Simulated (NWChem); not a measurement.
Species: CH$_{5}$AlS; SMILES [SH][AlH][CH3]

```xyz
8

Al    -0.6065    -0.4941     0.0000
H     -2.1892    -0.5845     0.0000
C      0.5890    -2.0504     0.0000
H      0.4001    -2.6798     0.8800
H      1.6527    -1.7888     0.0000
H      0.4001    -2.6798    -0.8800
S      0.1632     1.5755     0.0000
H      1.4756     1.2506     0.0000
```
Atoms are numbered in this order, from 1.

Geometry: optimised at B3LYP/6-31G* (spherical d).

Symmetry labels are those of Cs in the frame above (b1 and b2, or b-type labels, depend on it).

List the 4 lowest vertical singlet excitations from B3LYP/def2-SVP, TDA (NWChem).


```tsv
state	energy (eV)	oscillator strength	symmetry	leading excitation (squared amplitude)
S1	5.68	0.086	a'	HOMO → LUMO (0.91)
S2	5.72	0.000	a"	HOMO−1 → LUMO (0.98)
S3	6.05	0.001	a"	HOMO−2 → LUMO (0.96)
S4	6.44	0.056	a"	HOMO → LUMO+1 (0.85)
```
